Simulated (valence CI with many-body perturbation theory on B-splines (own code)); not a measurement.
Values are calculated unless marked as measured or tabulated.
# Hyperfine factors and g values of Ce9+

Method: valence CI with perturbative core correlation (CI+MBPT): three valence electrons over a frozen Dirac-Fock core [Kr] 4d10, a basis of 8 s, 8 p, 9 d, 9 f, 6 g, 3 h, 2 i functions for each j, with the one-electron correlation potential Σ1 (screened to all orders), the two-electron term Σ2, the three-electron term Σ3, Breit, model QED; selected single and double excitations, second order for the rest, scaled by the run's own slope (own B-spline code, finite nucleus).

No measured levels were compared; by estimate levels hold to about 250 cm⁻¹ or 0.2 % of their energy and the worst to 1 %, as in measured heavy ions of charge 2 to 7; those with d or f electrons hold less well. Core correlation moves these levels by up to 41000 cm⁻¹, and in measured spectra 5 to 20 % of such shifts remained as error; rates that hang on mixing are uncertain with them.

A/g_I is the dipole constant over the nuclear g factor μ/I (μ in nuclear magnetons, uniformly magnetised nucleus), B/Q the quadrupole constant per barn. Both hold the static response of the core; the bare values leave it out. Large factors of s and p1/2 electrons are usually good to 5 to 10 %; those of open d and f shells near neutrality can be off by tens of per cent, and small factors of p3/2, d and f electrons come from cancelling terms and can be off by a factor of two or in sign, in half-filled shells by more. B is blank for J = 1/2, where it vanishes, and for nearly pure S terms. Energies count from the lowest level.

Names give the largest LS component (configuration and term), which can be under half, so a name can repeat, a term be missing and a line seem to break the LS rules; names also repeat where a configuration has a term twice. Letters in brackets count levels of one name in rising energy.

| Level | E (eV) | g | A/g_I (MHz) | A/g_I bare | B/Q (MHz/b) | B/Q bare |
| --- | --- | --- | --- | --- | --- | --- |
| 5s²5p ²P°_1/2 | 0.000 | 0.665 | 22700 | 21100 |  |  |
| 5s²5p ²P°_3/2 | 4.146 | 1.334 | 3370 | 2920 | 6580 | 5890 |
| 4f5s² ²F°_5/2 | 6.844 | 0.856 | 589 | 613 | 940 | 729 |
| 4f5s² ²F°_7/2 | 7.165 | 1.142 | 342 | 477 | 1100 | 833 |
| 5s5p² ⁴P_1/2 | 17.257 | 2.567 | 61000 | 56100 |  |  |
| 5s5p² ⁴P_3/2 | 19.631 | 1.713 | 20800 | 19100 | 5470 | 4880 |
| 5s5p² ⁴P_5/2 | 21.006 | 1.486 | 22100 | 20300 | -2310 | -2080 |
| 4f5s5p ⁴G_5/2 | 22.707 | 0.763 | -3080 | -2790 | -589 | -649 |
| 4f5s5p ⁴F_7/2 [a] | 23.104 | 1.152 | 4790 | 4560 | -1820 | -1790 |
| 4f5s5p ⁴F_3/2 | 23.180 | 0.635 | -13100 | -12100 | 1900 | 1670 |
| 4f5s5p ⁴F_5/2 | 23.658 | 1.015 | -4010 | -3490 | 1020 | 834 |
| 4f5s5p ²F_7/2 [a] | 23.670 | 1.152 | 11100 | 10400 | -1970 | -1880 |
| 4f5s5p ⁴F_9/2 | 23.858 | 1.250 | 10000 | 9370 | -5080 | -4710 |
| 5s5p² ²D_3/2 | 23.931 | 0.714 | -8900 | -8260 | 4320 | 3850 |
| 4f5s5p ²F_5/2 [a] | 24.417 | 1.007 | 2520 | 2400 | 1610 | 1350 |
| 4f5s5p ²G_7/2 [a] | 24.988 | 1.058 | 1130 | 1170 | 2230 | 1860 |
| 5s5p² ²D_5/2 | 25.569 | 1.155 | 13900 | 12800 | 5610 | 5010 |
| 5s5p² ²P_1/2 | 25.872 | 1.148 | 5640 | 5220 |  |  |
| 4f5s5p ⁴G_9/2 | 26.694 | 1.241 | 7970 | 7470 | 4470 | 3890 |
| 4f5s5p ⁴F_7/2 [b] | 26.736 | 1.179 | 8640 | 8050 | 2060 | 1790 |
| 4f5s5p ⁴D_5/2 | 27.152 | 1.228 | 8220 | 7670 | -1190 | -1060 |
| 4f5s5p ⁴G_11/2 | 27.187 | 1.273 | 8350 | 7800 | 7470 | 6480 |
| 4f5s5p ⁴D_3/2 | 27.513 | 1.098 | 3170 | 3000 | -1910 | -1680 |
| 4f5s5p ²F_7/2 [b] | 27.559 | 1.134 | 6140 | 5780 | 1060 | 857 |
| 4f5s5p ⁴D_1/2 | 27.744 | -0.003 | -28400 | -26000 |  |  |
| 4f5s5p ²D_5/2 [a] | 28.420 | 1.145 | 510 | 554 | -75.4 | -128 |
| 4f5s5p ²G_9/2 [a] | 28.593 | 1.119 | 8670 | 8030 | 6680 | 5820 |
| 4f5s5p ²D_3/2 [a] | 29.223 | 0.845 | -15600 | -14200 | 1180 | 977 |
| 5s5p² ²S_1/2 | 30.021 | 1.622 | 72500 | 67400 |  |  |
| 5s5p² ²P_3/2 | 30.388 | 1.255 | -8780 | -8360 | -5110 | -4620 |
| 4f5s5p ²F_5/2 [b] | 30.990 | 0.888 | 2720 | 2550 | -4940 | -4530 |
| 4f5s5p ²F_7/2 [c] | 31.275 | 1.138 | -1370 | -1110 | -5170 | -4770 |
| 4f5s5p ²G_7/2 [b] | 31.933 | 0.889 | -2760 | -2540 | 5400 | 4730 |
| 4f²5s ⁴H_7/2 | 32.052 | 0.674 | -7550 | -7020 | 1040 | 800 |
| 4f5s5p ²D_3/2 [b] | 32.055 | 0.798 | 5740 | 5420 | 1690 | 1440 |
| 4f5s5p ²G_9/2 [b] | 32.111 | 1.111 | -1080 | -886 | 6720 | 5880 |
| 4f²5s ⁴H_9/2 | 32.173 | 0.974 | 881 | 903 | 1070 | 822 |
| 4f5s5p ²D_5/2 [b] | 32.264 | 1.194 | 1870 | 1960 | 2190 | 1840 |
| 4f²5s ⁴H_11/2 | 32.329 | 1.132 | 4480 | 4300 | 942 | 685 |
| 4f²5s ⁴H_13/2 | 32.513 | 1.230 | 6080 | 5820 | 1100 | 794 |
